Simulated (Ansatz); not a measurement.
A structure relaxed at PBE-D4/def2-SVP in Ansatz, charge 0, singlet:

```xyz
14

Si   -2.7416   -1.2907    2.4339
Si    0.6085    1.5244   -1.6698
Si   -2.1194    0.3638    0.9544
Si    1.1170   -1.2843    0.3966
Si    0.6304   -1.1168   -1.9452
Si    2.1952    0.6186   -0.3635
Si   -0.4664   -1.0082    2.1007
Si   -1.2334    0.2358   -1.2203
H     2.1320   -2.3079    0.8456
H    -2.6582    1.7564    1.1870
H     3.5885    0.5669   -0.9546
H    -2.3262    0.4745   -2.2330
H     0.9698    2.2833   -2.9205
H     0.3038   -0.8158    3.3886
```

Problem. Give its formula.

Solution. Si8H6 (the lowest singlet isomer of a short search).

Problem. Summarise the bond lengths by kind (pairs closer than 1.2 times the sum of covalent radii, bridged metal pairs left out).

Solution. 11 × Si–Si 2.25 to 2.66 Å; 6 × H–Si 1.51 Å.

The restricted singlet is unstable towards broken spin symmetry in Hartree–Fock (as tested in another run); at PBE-D4/def2-SVP this wasn't settled. The structure comes from a short search, and lower isomers may exist.
